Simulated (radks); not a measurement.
Values are calculated unless marked as measured or tabulated.
Q: These are the eigenvalues of the occupied orbitals of an atom or ion with whole-number occupations (Ry). Level of theory: scalar-relativistic Kohn-Sham, PBE, spin-unpolarised, spherical densities, point nucleus (a radial shooting solver on a logarithmic mesh with Libxc functionals).

| orbital | eigenvalue |
|---|---|
| 1s | -1392.432 |
| 2s | -203.2787 |
| 2p | -182.5880 |
| 3s | -41.92867 |
| 3p | -35.15586 |
| 3d | -24.09870 |
| 4s | -12.93821 |
| 4p | -10.95458 |

Which element is it, and in what charge state? The configuration may be excited.

A: Z = 41, niobium, charge +8: Nb8+ in [Ar] 3d10 4s2 4p3. The list shows which subshells hold electrons but not how many an open one holds; the 1s level, -696.22 hartree, gives Z - s = 37.3 by -(Z - s)^2/2, which with screening and relativity narrows Z to a few neighbours, and the depths of the outer levels then fix element, charge and occupations together.
